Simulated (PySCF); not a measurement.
## Ca²⁺ (calcium, charge +2) across methods

[Ar], closed-shell 1S. All numbers are calculated (PySCF 2.14, scalar relativity by spin-free X2C-1e, in aug-cc-pwCVQZ-X2C).

| method | E (hartree) | mean ε 2p (eV) | mean ε 3s (eV) | mean ε 3p (eV) | Σ⟨r²⟩ (bohr²) | ⟨S²⟩ |
| --- | --- | --- | --- | --- | --- | --- |
| LDA | -677.927 | -349.90 | -62.066 | -43.123 | 15.38 | 0.000 |
| UHF | -679.03067 | -386.09 | -76.094 | -51.075 | 15.37 | 0.000 |
| r2SCAN | -679.769 | -354.18 | -63.818 | -43.753 | 15.31 | 0.000 |
| PBE0 | -679.626 | -359.34 | -66.017 | -45.375 | 15.32 | 0.000 |

Task: Estimate the same row for PBE.

Result: E (hartree) = -679.581; mean ε 2p (eV) = -350.03; mean ε 3s (eV) = -62.223; mean ε 3p (eV) = -43.055; Σ⟨r²⟩ (bohr²) = 15.35; ⟨S²⟩ = 0.000.
